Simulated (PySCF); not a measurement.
Input file for PySCF: R-MP2/6-31G* on H4OSi2 (SMILES O[Si][SiH3]), a point of a torsion scan.

```python
from pyscf import gto, scf, dft, mp
from pyscf.data.elements import chemcore

mol = gto.M(
    atom='''
    O     2.29635354   -0.28631222   -0.01171130
    Si    0.94041609   -1.18788411    0.03463944
    Si   -0.95286456    0.09886854    0.01621844
    H     2.41630616    0.66377979   -0.03523812
    H    -1.68934334   -0.31212642   -1.19518943
    H    -1.15517598    1.56248303    0.05476213
    H    -1.76674423   -0.39057456    1.14494614
    ''',
    basis='6-31g*',
    cart=True,
    charge=0, spin=0, verbose=3, max_memory=1800)
mf = scf.RHF(mol)
mf.conv_tol = 1e-8
mf.max_cycle = 100
mf.kernel()
if not mf.converged:
    mf = mf.newton().run(mf.mo_coeff, mf.mo_occ)
pt = mp.MP2(mf, frozen=chemcore(mol)).run()
```

**Question.** What total energy does the run end on?

**Answer.** -655.3183 hartree.
